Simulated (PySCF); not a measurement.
**Which element holds H most strongly?**

r²SCAN in PySCF with def2-TZVPP on every atom (core potentials on Mo, Ru), for the lowest determinant that a PBE0 search found; no spin–orbit coupling. D0 is De less the harmonic zero-point energy.

```tsv
M	state (unpaired electrons)	Re (Å)	ωe (cm⁻¹)	D0(MH) (eV)
Ru	quartet (σ ↑, δ ↑↑)	1.574	2036	2.67
As	triplet (π ↑↑)	1.528	2166	2.87
C	doublet (π ↑)	1.126	2809	3.35
B	singlet (closed shell)	1.242	2304	3.30
Cu	singlet (closed shell)	1.457	1968	2.68
Mo	sextet (σ ↑, π ↑↑, δ ↑↑)	1.715	1775	2.31
Ge	doublet (π ↑)	1.597	1898	2.84
```

Problem. Order the elements by D0 and give the energy of MoH + B → BH + Mo.

Solution. C > B > As > Ge > Cu > Ru > Mo; ΔE = 2.31 − 3.30 = -0.99 eV at r²SCAN/def2-TZVPP. Close neighbours can swap at other levels.

The metal atom is held in its measured ground configuration; semilocal functionals can put another filling of s and d lower by some tenths of an eV, and De to that atom would be smaller. These are scalar-relativistic numbers at best; spin–orbit coupling would shift them, the dissociation energy most. States were picked by a PBE0 search and need not be the measured ground states. With d or f electrons several states lie close, and the lowest PBE0 determinant need not be the measured ground state.
